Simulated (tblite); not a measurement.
Compound: C4H10GeSi2.
Atom-mapped SMILES: `[CH:1]#[C:2][Si@@H:3]1[CH2:4][SiH2:5][CH2:6][GeH2:7]1` (hydrogens: H8 on C1; H9 on Si3; H10, H11 on C4; H12, H13 on Si5; H14, H15 on C6; H16, H17 on Ge7)

Computed with GFN2-xTB (tblite), gas phase: L-BFGS steps from a force-field or distance-geometry start until the largest atomic force falls under 0.01 eV/Å.

The end geometry, which sets the zero of energy:
```
atom  x, y, z in Å
C1      3.4477   -0.4850   -0.9621
C2      2.5059   -0.4737   -0.2143
Si3     1.0391   -0.4004    0.9127
C4     -0.3275   -1.5501    0.2276
Si5    -1.5691   -0.5742   -0.8457
C6     -1.7993    1.1060    0.0173
Ge7    -0.0329    1.6831    0.7305
H8      4.2727   -0.5040   -1.6155
H9      1.4803   -0.8011    2.2584
H10    -0.8594   -2.0014    1.0656
H11     0.1001   -2.3753   -0.3385
H12    -2.8479   -1.2935   -0.9373
H13    -1.0009   -0.3765   -2.1857
H14    -2.2267    1.8394   -0.6627
H15    -2.5039    0.9990    0.8424
H16    -0.2584    2.5594    1.9510
H17     0.5732    2.6605   -0.2537
```

Question: These geometries come from the run, each turned onto the end geometry. Order them by energy, lowest first.
A.
```
atom  x, y, z in Å
C1      3.5540   -0.5473   -0.8612
C2      2.5609   -0.4800   -0.1863
Si3     1.0399   -0.3740    0.8631
C4     -0.3029   -1.5349    0.1440
Si5    -1.6292   -0.5623   -0.8259
C6     -1.8365    1.1009    0.0745
Ge7    -0.0375    1.7079    0.6693
H8      4.4232   -0.6084   -1.4511
H9      1.4157   -0.7647    2.2333
H10    -0.7777   -2.0682    0.9672
H11     0.1406   -2.2981   -0.4930
H12    -2.9039   -1.2944   -0.8485
H13    -1.1503   -0.3357   -2.1950
H14    -2.3337    1.8299   -0.5611
H15    -2.4769    0.9624    0.9458
H16    -0.2019    2.6119    1.8795
H17     0.5092    2.6671   -0.3645
```
B.
```
atom  x, y, z in Å
C1      3.5570   -0.5581   -0.8117
C2      2.5520   -0.5414   -0.1546
Si3     1.0070   -0.4010    0.8559
C4     -0.3619   -1.5430    0.1532
Si5    -1.5626   -0.4741   -0.8841
C6     -1.8961    1.0026    0.2746
Ge7    -0.0417    1.6914    0.5461
H8      4.4400   -0.5938   -1.3886
H9      1.3279   -0.6871    2.2662
H10    -0.9139   -1.9774    0.9892
H11     0.0455   -2.3752   -0.4188
H12    -2.7734   -1.1829   -1.3091
H13    -0.8473    0.0096   -2.0775
H14    -2.6004    1.7317   -0.1257
H15    -2.2845    0.6554    1.2352
H16     0.0462    2.8196    1.5718
H17     0.2994    2.4359   -0.7322
```
C.
```
atom  x, y, z in Å
C1      3.5443   -0.5499   -0.8144
C2      2.5229   -0.5111   -0.1842
Si3     0.9885   -0.3596    0.8445
C4     -0.3764   -1.5158    0.1577
Si5    -1.5546   -0.4593   -0.8949
C6     -1.8745    0.9985    0.2825
Ge7    -0.0350    1.6924    0.5016
H8      4.4477   -0.5967   -1.3701
H9      1.2780   -0.6447    2.2644
H10    -0.9278   -1.9726    0.9878
H11     0.0383   -2.3566   -0.3919
H12    -2.7669   -1.1800   -1.2948
H13    -0.7682    0.0882   -2.0156
H14    -2.6128    1.6991   -0.0961
H15    -2.2844    0.6393    1.2255
H16     0.0949    2.7028    1.6013
H17     0.2789    2.3381   -0.8131
```
D.
```
atom  x, y, z in Å
C1      3.5540   -0.5742   -0.8304
C2      2.5606   -0.4622   -0.1624
Si3     1.0280   -0.3618    0.8706
C4     -0.3021   -1.5167    0.1211
Si5    -1.6023   -0.5228   -0.8628
C6     -1.8581    1.0702    0.1441
Ge7    -0.0483    1.7168    0.6435
H8      4.4254   -0.6659   -1.4132
H9      1.3971   -0.7685    2.2368
H10    -0.8072   -2.0373    0.9350
H11     0.1539   -2.2926   -0.4905
H12    -2.8564   -1.2806   -0.9298
H13    -1.1108   -0.2270   -2.2158
H14    -2.4463    1.8028   -0.4011
H15    -2.4184    0.8413    1.0528
H16    -0.1868    2.7218    1.7731
H17     0.5108    2.5689   -0.4808
```
E.
```
atom  x, y, z in Å
C1      3.5614   -0.5731   -0.8205
C2      2.5569   -0.5115   -0.1587
Si3     1.0191   -0.3751    0.8744
C4     -0.3486   -1.5120    0.1449
Si5    -1.5942   -0.4979   -0.8885
C6     -1.8510    1.0261    0.2191
Ge7    -0.0318    1.7269    0.6024
H8      4.4378   -0.6260   -1.4034
H9      1.3853   -0.7828    2.2495
H10    -0.8684   -1.9997    0.9720
H11     0.0943   -2.3057   -0.4537
H12    -2.8416   -1.2396   -1.1344
H13    -0.9645   -0.1091   -2.1635
H14    -2.5056    1.7668   -0.2300
H15    -2.3151    0.7142    1.1576
H16    -0.1376    2.8209    1.6584
H17     0.3963    2.4898   -0.6358
```

Answer: A (0.004 eV), D (0.018 eV), E (0.049 eV), B (0.104 eV), C (0.191 eV).

In the order of the answer:

| step | E above end (eV) | largest force (eV/Å) | rms force component (eV/Å) | rms distance from end (Å) | rms bond change (Å) | bond most changed (Å) |
| --- | --- | --- | --- | --- | --- | --- |
| 70 | 0.004 | 0.04 | 0.012 | 0.126 | 0.001 | Si3–C4 +0.002 |
| 35 | 0.018 | 0.09 | 0.030 | 0.188 | 0.002 | C6–Ge7 -0.005 |
| 24 | 0.049 | 0.19 | 0.058 | 0.270 | 0.006 | Si3–Ge7 +0.016 |
| 12 | 0.104 | 0.27 | 0.075 | 0.351 | 0.004 | Si3–Ge7 +0.011 |
| 6 | 0.191 | 0.52 | 0.156 | 0.378 | 0.011 | Si3–Ge7 -0.032 |

What follows is the cost of the whole relaxation. Hardware: an Arm Neoverse V1 with one thread (shared host). Cost: 1.1 s.
